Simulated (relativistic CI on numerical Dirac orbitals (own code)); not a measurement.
## Spin-allowed bands of a d3 ion in an octahedral site, by hand

Problem. Take Δ = 24300 cm⁻¹ and B = 510 cm⁻¹ for a d3 ion in an octahedral site. Calculate the three spin-allowed bands.

Working.
1. The terms of highest spin are 4F (energy 0) and 4P (15B = 7650 cm⁻¹). Here the F term splits into A2 at −1.2Δ = -29160, T2 at −0.2Δ = -4860 and T1 at +0.6Δ = 14580 cm⁻¹.
2. The two T1 states mix through the element 0.4Δ: H = [[14580, 9720], [9720, 7650]], with roots ½(H₁₁ + H₂₂) ∓ ½√[(H₂₂ − H₁₁)² + 4H₁₂²] = ½(22230) ∓ ½(20638) = 796 and 21434 cm⁻¹.
3. The ground term is 4A2 at -29160 cm⁻¹.
4. Bands: 4T2 24300 cm⁻¹ (412 nm), 4T1(F) 29956 cm⁻¹ (334 nm), 4T1(P) 50594 cm⁻¹ (198 nm).

Check. Exact diagonalisation of the whole d3 shell with these parameters gives 4T2 24300, 4T1 29956, 4T1 50594 cm⁻¹. The match is exact, since without spin-orbit coupling no other term has this spin. The ratio of the second band to the first, 1.233, depends on Δ/B = 47.6 alone, which is how a Tanabe-Sugano diagram is read.
